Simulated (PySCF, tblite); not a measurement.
Isomers of C2H8N2Si2. Level: GFN2-xTB in tblite, geometry and Hessian alike; calculated harmonic values, unscaled, isolated species. The method is semi-empirical: single wavenumbers can be off by several per cent or more. Modes of hydrogen on silicon can be 10 to 20 % off. One conformer each.

Electronic energies: PBE0/pcSseg-1 single points on the GFN2-xTB geometries (PySCF, gas phase).

```tsv
SMILES	electronic energy, lowest = 0 (kJ/mol)
N[Si@@H]1N=C[C@H]1[SiH3]	67.0
N#C[SiH2]C[SiH2]N	0.0
N#CC[Si@H](N)[SiH3]	43.3
```

**Question.** How do GFN2-xTB zero-point energies change the relative energies?

**Answer.** 
```tsv
SMILES	ZPE (kJ/mol)	of it from modes above 1550 cm⁻¹	electronic (kJ/mol)	with ZPE, lowest = 0 (kJ/mol)	lowest mode (cm⁻¹)	rings
N#C[SiH2]C[SiH2]N	244.7	144.6	0.0	0.0	23	0
N#CC[Si@H](N)[SiH3]	243.9	144.4	43.3	42.5	14i	0
N[Si@@H]1N=C[C@H]1[SiH3]	247.1	141.5	67.0	69.3	82	1
```

The zero-point energies span 3.2 kJ/mol, from `N#CC[Si@H](N)[SiH3]` to `N[Si@@H]1N=C[C@H]1[SiH3]`. Slightly imaginary modes are left out of the zero-point energy: `N#CC[Si@H](N)[SiH3]` 13.7i cm⁻¹. The order is unchanged.

**Question.** And how do the electronic energies of GFN2-xTB itself compare?

**Answer.** `N#C[SiH2]C[SiH2]N` 23.4; `N#CC[Si@H](N)[SiH3]` 3.7; `N[Si@@H]1N=C[C@H]1[SiH3]` 0.0 kJ/mol, lowest = 0. Against the energies above, taken from the same isomer `N#C[SiH2]C[SiH2]N`, the largest difference is 90.4 kJ/mol.
